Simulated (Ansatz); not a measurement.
Basis-set extrapolation for C6H3FSi, SMILES `C#C[Si](F)(C#C)C#C` (PBE0-D4/def2-TZVP geometry, frozen core, Ansatz 0.2.0). Multiplicity 1, RHF reference.

```csv
,def2-TZVPP,def2-QZVPP
HF,-617.392229,-617.415027
MP2 correlation,-1.242121,-1.332604
CCSD(T) correlation,-1.327973,not run
```

Energies in hartree. Use E(X) = E(∞) + A·exp(−7.88·√X) for Hartree–Fock and E(X) = E(∞) + B·X^(−2.97) for correlation, with X = 3 and 4, and add CCSD(T) minus MP2 of the smaller set to the MP2 limit.

Task: What is the CCSD(T) energy at the basis-set limit?

Result: HF limit: -617.415027 + (-0.022798) × 0.13774 = -617.41817. MP2 limit: -1.332604 + (-0.090483) × 0.74074 = -1.39963. Higher-order term: -1.327973 − (-1.242121) = -0.08585. Total: -618.90365 hartree, 4.99 eV below CCSD(T)/def2-TZVPP.
